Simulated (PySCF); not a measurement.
In(H)(Br)(Me) (CH4BrIn), SMILES [CH3][InH][Br].

The structure is a stationary point at PBE0-D3(BJ)/def2-SVP. The structure was generated by enumeration; whether it is a known compound was not checked. The def2 effective core potentials stand for the cores of In; spin–orbit coupling is left out.

Two levels are set side by side: PBE/def2-TZVPD (PySCF) and PBE0/def2-TZVPD (PySCF). Same geometry, gas phase. Differences are taken from unrounded values.

| quantity | PBE0 |
|---|---|
| orbital gap (eV) | 5.90 |
| highest occupied level (eV) | -7.60 |
| lowest empty level (eV) | -1.70 |
| dipole moment (D) | 3.43 |
| mean polarisability (bohr³) | 75.3 |

### Question
What does PBE give, and how far is it from PBE0? (The exact figures need the calculation; the answer reports its results.)

### Answer

```tsv
quantity	PBE	PBE minus PBE0
orbital gap (eV)	3.98	-1.92
highest occupied level (eV)	-6.40	1.20
lowest empty level (eV)	-2.42	-0.71
dipole moment (D)	3.29	-0.14
mean polarisability (bohr³)	79.0	3.7
```

Without exact exchange PBE keeps part of each electron's self-repulsion, which lifts occupied levels and narrows the gap. PBE's more diffuse valence density responds more strongly to a field. Differences between two approximate levels are no errors against the true value.

Rough cost on one machine, each run with all the roots and properties that it gave: PBE0 against PBE within a factor of 2.
